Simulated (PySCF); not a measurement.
Compound: C2H5N3Sn.
SMILES with atom numbers: `[SnH3:1][n:2]1[cH:3][n:4][n:5][cH:6]1` (hydrogens: H7, H8, H9 on Sn1; H10 on C3; H11 on C6)

Level of theory: PBE0-D3(BJ)/def2-SVP geometry optimisation, gas phase, def2 core potentials past Kr (PySCF).

(1) What internal coordinates does the optimisation give?

## Answers

(1) 
```json
{"bond": "Sn1–N2", "length (pm)": "208.8"}
{"bond": "N2–C3, N2–C6", "length (pm)": "136.9"}
{"bond": "C3–N4, N5–C6", "length (pm)": "130.6"}
{"bond": "N4–N5", "length (pm)": "136.1"}
{"bond": "Sn1–H7, Sn1–H8, Sn1–H9", "length (pm)": "170.3"}
{"bond": "C3–H10, C6–H11", "length (pm)": "109.0"}
```

Bonds in one row agree within 1 pm and their mean is given. A selection of angles:
```json
{"angle": "N2–Sn1–H7", "degrees": "103.6"}
{"angle": "N2–Sn1–H8", "degrees": "105.1"}
{"angle": "N2–Sn1–H9", "degrees": "106.6"}
{"angle": "H7–Sn1–H8", "degrees": "114.1"}
{"angle": "Sn1–N2–C3", "degrees": "128.8"}
{"angle": "C3–N2–C6", "degrees": "102.7"}
{"angle": "N2–C3–N4", "degrees": "111.4"}
{"angle": "N2–C3–H10", "degrees": "123.7"}
{"angle": "N4–C3–H10", "degrees": "125.0"}
{"angle": "C3–N4–N5", "degrees": "107.3"}
```

The 5-membered ring N2–C3–N4–N5–C6 has internal angles of 102.7° to 111.4° (sum 540°, against 540° for a flat polygon); it is planar, 0.00 Å rms from its mean plane, widest ring torsion 0°. The 6 heavy atoms lie in one plane (0.008 Å rms). N2 (pyrrole-type nitrogen) is planar (angles 128.8°, 128.5° and 102.7°, sum 360.0°, 0.01 Å off the plane of its three neighbours). The 4 C–N bonds span 1.305 Å (N5–C6, aromatic) to 1.369 Å (N2–C6, aromatic), a spread of 0.064 Å. Sn1 (tin bonded to N and 3 H) is distorted tetrahedral (angles from 103.6° to 114.1°).

Whether it is a minimum is left open (no frequencies).

Time: 61 s wall; peak memory 0.52 GiB. Hardware: an Arm Neoverse V2 with one thread, on a shared host. These figures are those of the optimisation.
